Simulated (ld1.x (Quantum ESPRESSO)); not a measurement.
Which change was made? (Tl, ultrasoft)

```
Element                 : Tl
Generator               : ld1.x (Quantum ESPRESSO) 7.5
Type                    : ultrasoft
Functional              : PBEsol
Relativity              : scalar-relativistic
Frozen core             : [Xe] 4f14
Valence charge          : 13
Reference configuration : 5d10 6s2 6p0 (charge +1)
Partial waves           : 6s (bound): rcut 2.05, rcutus 2.15 bohr; 6s channel at 0.7 Ry: rcut 2.05, rcutus 2.15 bohr; 6p (bound, empty): rcut 2.05, rcutus 2.40 bohr; 6p channel at 1.45 Ry: rcut 2.05, rcutus 2.40 bohr; 5d (bound): rcut 1.00, rcutus 1.15 bohr; 5d channel at -1.3 Ry: rcut 1.00, rcutus 1.15 bohr
Local potential         : all-electron potential smoothed inside 1.10 bohr (lloc = -2)
Core correction         : Bessel-smoothed model core inside 1.05 bohr
Augmentation charge     : PSQ, inside the norm-conserving radii
```

Cutoffs, loose and tight: the cutoffs (Ry, on a coarse ladder) from which the occupation-weighted sum of valence levels, in a spherical-Bessel basis at the reference potential, stays within 10 and 1 mRy of its value at 400 Ry. They do not see the model core or the augmentation charge, which bear on the density cutoff. Test errors are all-electron minus pseudo excitation energies from the reference, over the configurations 5d10 6s2 6p1; 5d10 6s1 6p0; 5d10 6s0 6p0; 5d10 6s2 6p1.3; 5d10 6s0 6p3; 5d10 6s1 6p1; 5d10 6s1 6p2; variants that change the core or the reference have their own tests. The largest error is taken over the tests solved by every variant that gives reliable tests at all, those not shown here included: 5d10 6s0 6p0; 5d10 6s1 6p0; 5d10 6s2 6p1; 5d10 6s2 6p1.3.

The base gives: outcome: generated; cutoff, loose: 80 Ry; cutoff, tight: 160 Ry; bound ghosts: s, p; largest test error (meV): -39.

After one change the result is: outcome: generated, overlap not positive; bound ghosts: not determined (overlap not positive); largest test error (meV): test run stopped at test 1 of 7 (negative rho). Which change was it?
A. waves 6s (bound): rcut 1.60, rcutus 1.70 bohr; 6s channel at 0.7 Ry: rcut 1.60, rcutus 1.70 bohr
B. reference 5d10 6s2 6p1
C. waves 6p (bound): rcut 2.05, rcutus 3.32 bohr; 6p channel at 1.45 Ry: rcut 2.05, rcutus 3.32 bohr
D. waves 5d (bound): rcut 1.00, rcutus 1.70 bohr; 5d channel at -1.3 Ry: rcut 1.00, rcutus 1.70 bohr

A. The others give: reference 5d10 6s2 6p1 → outcome: generated; cutoff, loose: 80 Ry; cutoff, tight: 160 Ry; bound ghosts: s, p; largest test error (meV): -231 | waves 5d (bound): rcut 1.00, rcutus 1.70 bohr; 5d channel at -1.3 Ry: rcut 1.00, rcutus 1.70 bohr → outcome: failed: chargeps: negative rho | waves 6p (bound): rcut 2.05, rcutus 3.32 bohr; 6p channel at 1.45 Ry: rcut 2.05, rcutus 3.32 bohr → outcome: generated; cutoff, loose: 80 Ry; cutoff, tight: 160 Ry; bound ghosts: p, s; largest test error (meV): -39. A file whose overlap is not positive is unfit for use, and its test errors describe a broken file.
